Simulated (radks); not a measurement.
Results of a calculation; reference values are marked as such.
Q: Species: the neodymium ion Nd+. Configuration: [Xe] 4f1.5 5d1.5 6s2 (fractional occupations, a model configuration). Code: a radial shooting solver on a logarithmic mesh with Libxc functionals. Model: scalar-relativistic Kohn-Sham, BLYP, spin-polarised, spherical densities, finite nucleus; open shells are filled with parallel spins first (spin-orbit coupling, left out, can overturn this in heavy ions); Fermi nuclear charge, rms radius 4.9123 fm. Some entries of the table are withheld. Estimate them.

orbital,occ.,eigenvalue (eV),<r> (bohr)
1s down,1,-43429.07,0.02363
1s up,1,-43429.07,0.02363
2s up,1,-7047.891,0.1010
2s down,1,-7047.816,0.1010
2p up,3,-6303.836,0.08880
2p down,3,-6303.779,0.08880
3s up,1,-1553.281,0.2664
3s down,1,-1552.731,0.2664
3p up,3,-1318.631,0.2646
3p down,3,-1318.081,0.2645
3d up,5,-992.6451,0.2419
3d down,5,-992.1905,0.2418
4s up,1,-331.5868,0.6041
4s down,1,-330.1184,0.6041
4p up,3,-254.1929,0.6381
4p down,3,-252.7390,0.6382
4d up,5,-143.9994,0.6952
4d down,5,-142.5624,0.6953
5s up,1,-57.7775,1.400
5s down,1,-56.5337,1.401
5p up,3,-37.4082,(1)
5p down,3,-36.1975,(2)
4f up,1.5,-25.7592,0.8891
4f down,0,-24.3505,0.8914
5d up,1.5,-12.3882,2.281
5d down,0,-11.4127,2.333
6s up,1,-10.4627,(3)
6s down,1,-10.0148,(4)

A: 
(1) 5p up <r> (bohr): 1.599
(2) 5p down <r> (bohr): 1.603
(3) 6s up <r> (bohr): 3.526
(4) 6s down <r> (bohr): 3.604
